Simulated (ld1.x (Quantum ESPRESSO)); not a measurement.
**What the settings do to the TM potential of Ge (Z = 32)**

Base potential:

ld1.x (Quantum ESPRESSO) 7.5 input, shortened:

```
&input
   title='Ge', zed=32., rel=2, dft='PBESOL', iswitch=3,
   config='[Ar] 3d10 4s1.75 4p2.25', rel_dist='average'
 /
 &inputp
   pseudotype=2, tm=.true., lloc=-1, rcloc=1.45,
   nlcc=.false.
 /
3
4S  1  0   1.75   0.00  1.40  1.40  0.0
4P  2  1   2.25   0.00  1.85  1.85  0.0
3D  3  2  10.00   0.00  1.20  1.20  0.0
 &test
   configts(1)='3d10 4s1.75 4p2.25'
 /
```

Open shells are filled in proportion to 2j + 1 (rel_dist='average').

Cutoffs, loose and tight: the cutoffs (Ry, on a coarse ladder) from which the occupation-weighted sum of valence levels, in a spherical-Bessel basis at the reference potential, stays within 10 and 1 mRy of its value at 400 Ry. They do not see the model core or the augmentation charge, which bear on the density cutoff. Test errors are all-electron minus pseudo excitation energies from the reference, over the configurations 3d10 4s2 4p2; 3d10 4s2 4p1; 3d10 4s2 4p0; 3d9 4s2 4p2; 3d10 4s1 4p2; 3d10 4s2 4p1.5; 3d10 4s1 4p0. A dash means not determined; rows that change the core or the reference have their own tests.

| change | outcome | cutoff, loose | cutoff, tight | bound ghosts | largest test error (meV) |
| --- | --- | --- | --- | --- | --- |
| base | generated | 200 Ry | over 300 Ry | none | +202 |
| core correction a·sin(br)/r model core inside 0.52 bohr | generated | 200 Ry | over 300 Ry | none | +157 |
| core correction a·sin(br)/r model core inside 0.68 bohr | generated | 200 Ry | over 300 Ry | none | +158 |
| core correction a·sin(br)/r model core inside 0.82 bohr | generated | 200 Ry | over 300 Ry | none | +164 |
| core correction a·sin(br)/r model core inside 1.00 bohr | generated | 200 Ry | over 300 Ry | none | +178 |
| core correction a·sin(br)/r model core inside 1.14 bohr | generated | 200 Ry | over 300 Ry | none | +190 |
| core correction a·sin(br)/r model core inside 1.28 bohr | generated | 200 Ry | over 300 Ry | none | +197 |
| core correction a·sin(br)/r model core inside 1.46 bohr | generated | 200 Ry | over 300 Ry | none | +197 |
